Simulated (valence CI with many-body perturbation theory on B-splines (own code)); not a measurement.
Forbidden lines of I²⁹⁺

Level of theory: configuration interaction combined with many-body perturbation theory (CI+MBPT): six valence electrons over a frozen Dirac-Fock core [Ar], a basis of 7 s, 7 p, 8 d, 6 f, 4 g, 1 h functions for each j, with the one-electron correlation potential Σ1 (screened to all orders), the two-electron term Σ2, the three-electron term Σ3, Breit, model QED; selected single and double excitations, second order for the rest, scaled by the run's own slope (own B-spline code, finite nucleus).

The last digits are not significant, and no measured levels were compared; by estimate large intervals hold to a few tenths of a per cent, small ones and those within an open d or f shell to about a per cent. Core correlation moves these levels by up to 9800 cm⁻¹, and in measured spectra 5 to 20 % of such shifts remained as error; rates that hang on mixing are uncertain with them. Among the levels kept, up to 960 cm⁻¹ of a level comes from second order outside the variational space, and about a tenth of that is noise between levels of different J, which matters for small intervals. Only levels of the ground parity were solved; by the run's estimate the other parity begins above the list, which can be wrong where configurations are misplaced.

Lines 51 to 100 of 120 in falling wavelength, among levels below 79.168 eV, chosen from the decays that carry over 1 % of a level's rate. Wavelengths and rates use the calculated energies. Electric multipoles are in the length gauge, E1 and E2 with the static RPA response of the core. S is in atomic units (e²a₀⁴ for E2 and M2, e²a₀⁶ for E3), for M1 in squared Bohr magnetons. Weak lines are less certain than strong ones. Lines between different terms over intervals too small for the method are left out, as are lines whose strength nearly cancels.

Levels are named by their leading jj configuration (3d3/2^4 stands for four electrons in 3d with j = 3/2), which in mixed levels can hold well under half, so a name can repeat and another be missing. Letters in brackets count levels of one name in rising energy.

| λ vac (Å) | Upper | Lower | Type | A (s⁻¹) | S (a.u.) |
| --- | --- | --- | --- | --- | --- |
| 853.2 | (3d3/2^2 3d5/2^4) J=2 [c] | (3d3/2^3 3d5/2^3) J=3 [c] | M1 | 2.03e+03 | 2.33e-01 |
| 839.4 | (3d3/2^2 3d5/2^4) J=4 [d] | (3d3/2^3 3d5/2^3) J=3 [c] | M1 | 5.31e+03 | 1.05e+00 |
| 828.0 | (3d3/2^2 3d5/2^4) J=1 | (3d3/2^2 3d5/2^4) J=2 [a] | M1 | 1.10e+04 | 6.92e-01 |
| 818.7 | (3d3/2^2 3d5/2^4) J=4 [b] | (3d3/2^3 3d5/2^3) J=4 | M1 | 1.77e+04 | 3.23e+00 |
| 809.4 | (3d3/2 3d5/2^5) J=1 | (3d3/2^2 3d5/2^4) J=0 [a] | M1 | 1.75e+04 | 1.03e+00 |
| 809.4 | (3d3/2^2 3d5/2^4) J=4 [d] | (3d3/2^2 3d5/2^4) J=5 | M1 | 9.84e+03 | 1.74e+00 |
| 806.1 | (3d3/2^2 3d5/2^4) J=0 [a] | (3d3/2^3 3d5/2^3) J=1 [a] | M1 | 6.27e+04 | 1.22e+00 |
| 794.2 | (3d3/2^2 3d5/2^4) J=6 | (3d3/2^3 3d5/2^3) J=5 | M1 | 4.56e+03 | 1.10e+00 |
| 793.9 | (3d3/2^2 3d5/2^4) J=6 | (3d3/2^3 3d5/2^3) J=6 | M1 | 1.09e+04 | 2.62e+00 |
| 777.2 | (3d3/2^3 3d5/2^3) J=2 [a] | (3d3/2^4 3d5/2^2) J=2 | M1 | 1.23e+04 | 1.07e+00 |
| 771.3 | (3d3/2^3 3d5/2^3) J=1 [b] | (3d3/2^3 3d5/2^3) J=1 [a] | M1 | 5.20e+03 | 2.65e-01 |
| 764.6 | (3d3/2^2 3d5/2^4) J=2 [b] | (3d3/2^2 3d5/2^4) J=2 [a] | M1 | 9.97e+03 | 8.26e-01 |
| 755.4 | (3d3/2^3 3d5/2^3) J=2 [b] | (3d3/2^3 3d5/2^3) J=1 [a] | M1 | 9.40e+02 | 7.51e-02 |
| 754.4 | (3d3/2^3 3d5/2^3) J=3 [b] | (3d3/2^4 3d5/2^2) J=2 | M1 | 1.82e+03 | 2.03e-01 |
| 734.5 | (3d3/2^2 3d5/2^4) J=5 | (3d3/2^3 3d5/2^3) J=4 | M1 | 5.63e+02 | 9.09e-02 |
| 726.9 | (3d3/2^2 3d5/2^4) J=4 [d] | (3d3/2^2 3d5/2^4) J=4 [b] | M1 | 2.56e+03 | 3.28e-01 |
| 716.2 | (3d3/2^2 3d5/2^4) J=2 [c] | (3d3/2^3 3d5/2^3) J=2 [b] | M1 | 1.12e+04 | 7.64e-01 |
| 711.7 | (3d3/2^3 3d5/2^3) J=6 | (3d3/2^4 3d5/2^2) J=4 | E2 | 1.18e-02 | 2.49e-05 |
| 711.4 | (3d3/2^3 3d5/2^3) J=5 | (3d3/2^4 3d5/2^2) J=4 | M1 | 2.93e+03 | 4.30e-01 |
| 711.3 | (3d3/2^3 3d5/2^3) J=3 [c] | (3d3/2^3 3d5/2^3) J=4 | M1 | 5.95e+03 | 5.56e-01 |
| 709.5 | (3d3/2^3 3d5/2^3) J=1 [b] | (3d3/2^4 3d5/2^2) J=0 | M1 | 9.09e+03 | 3.61e-01 |
| 702.4 | (3d3/2^2 3d5/2^4) J=2 [c] | (3d3/2^3 3d5/2^3) J=1 [b] | M1 | 7.45e+03 | 4.78e-01 |
| 696.3 | (3d3/2^2 3d5/2^4) J=4 [c] | (3d3/2^3 3d5/2^3) J=3 [b] | M1 | 5.11e+03 | 5.76e-01 |
| 695.8 | (3d3/2^2 3d5/2^4) J=2 [b] | (3d3/2^3 3d5/2^3) J=3 [b] | M1 | 7.87e+03 | 4.92e-01 |
| 687.4 | (3d3/2^2 3d5/2^4) J=2 [a] | (3d3/2^4 3d5/2^2) J=2 | M1 | 7.42e+02 | 4.46e-02 |
| 677.5 | (3d3/2^2 3d5/2^4) J=2 [b] | (3d3/2^3 3d5/2^3) J=2 [a] | M1 | 5.92e+03 | 3.41e-01 |
| 668.3 | (3d3/2 3d5/2^5) J=4 | (3d3/2^2 3d5/2^4) J=3 | M1 | 1.22e+04 | 1.22e+00 |
| 666.8 | (3d3/2^3 3d5/2^3) J=0 | (3d3/2^3 3d5/2^3) J=1 [a] | M1 | 3.49e+03 | 3.84e-02 |
| 659.0 | (3d3/2^2 3d5/2^4) J=4 [d] | (3d3/2^2 3d5/2^4) J=4 [a] | M1 | 1.60e+04 | 1.53e+00 |
| 655.4 | (3d3/2^3 3d5/2^3) J=3 [d] | (3d3/2^3 3d5/2^3) J=4 | M1 | 2.11e+03 | 1.54e-01 |
| 652.1 | (3d3/2^3 3d5/2^3) J=2 [b] | (3d3/2^3 3d5/2^3) J=3 [a] | M1 | 2.62e+03 | 1.34e-01 |
| 635.5 | (3d3/2^2 3d5/2^4) J=4 [b] | (3d3/2^3 3d5/2^3) J=3 [a] | M1 | 1.40e+03 | 1.20e-01 |
| 627.1 | (3d3/2 3d5/2^5) J=1 | (3d3/2^2 3d5/2^4) J=2 [a] | M1 | 5.48e+04 | 1.50e+00 |
| 620.1 | (3d3/2 3d5/2^5) J=4 | (3d3/2^3 3d5/2^3) J=3 [d] | M1 | 1.46e+03 | 1.16e-01 |
| 609.0 | (3d3/2^2 3d5/2^4) J=3 | (3d3/2^3 3d5/2^3) J=4 | M1 | 9.08e+03 | 5.32e-01 |
| 592.0 | (3d3/2^3 3d5/2^3) J=3 [b] | (3d3/2^4 3d5/2^2) J=4 | M1 | 1.04e+04 | 5.60e-01 |
| 581.5 | (3d3/2^2 3d5/2^4) J=4 [c] | (3d3/2^3 3d5/2^3) J=5 | M1 | 1.41e+04 | 9.26e-01 |
| 577.2 | (3d3/2 3d5/2^5) J=4 | (3d3/2^3 3d5/2^3) J=3 [c] | M1 | 3.68e+03 | 2.36e-01 |
| 568.9 | (3d3/2^3 3d5/2^3) J=3 [c] | (3d3/2^3 3d5/2^3) J=3 [a] | M1 | 8.36e+03 | 4.00e-01 |
| 567.2 | (3d3/2 3d5/2^5) J=1 | (3d3/2^3 3d5/2^3) J=2 [a] | M1 | 2.38e+04 | 4.83e-01 |
| 562.8 | (3d3/2 3d5/2^5) J=4 | (3d3/2^2 3d5/2^4) J=5 | M1 | 1.88e+04 | 1.12e+00 |
| 543.8 | (3d3/2^2 3d5/2^4) J=2 [c] | (3d3/2^2 3d5/2^4) J=2 [a] | M1 | 2.46e+03 | 7.34e-02 |
| 534.8 | (3d3/2^3 3d5/2^3) J=1 [b] | (3d3/2^4 3d5/2^2) J=2 | M1 | 2.28e+03 | 3.88e-02 |
| 532.6 | (3d3/2^3 3d5/2^3) J=3 [d] | (3d3/2^3 3d5/2^3) J=3 [a] | M1 | 9.72e+03 | 3.81e-01 |
| 527.0 | (3d3/2^3 3d5/2^3) J=2 [b] | (3d3/2^4 3d5/2^2) J=2 | M1 | 6.61e+03 | 1.79e-01 |
| 521.7 | (3d3/2 3d5/2^5) J=4 | (3d3/2^2 3d5/2^4) J=4 [b] | M1 | 2.62e+04 | 1.24e+00 |
| 508.1 | (3d3/2^2 3d5/2^4) J=2 [c] | (3d3/2^3 3d5/2^3) J=3 [b] | M1 | 4.16e+03 | 1.01e-01 |
| 501.5 | (3d3/2^2 3d5/2^4) J=3 | (3d3/2^3 3d5/2^3) J=3 [a] | M1 | 3.00e+02 | 9.82e-03 |
| 498.3 | (3d3/2^2 3d5/2^4) J=2 [c] | (3d3/2^3 3d5/2^3) J=2 [a] | M1 | 5.88e+03 | 1.35e-01 |
| 488.8 | (3d3/2^2 3d5/2^4) J=4 [c] | (3d3/2^3 3d5/2^3) J=4 | M1 | 4.54e+02 | 1.77e-02 |
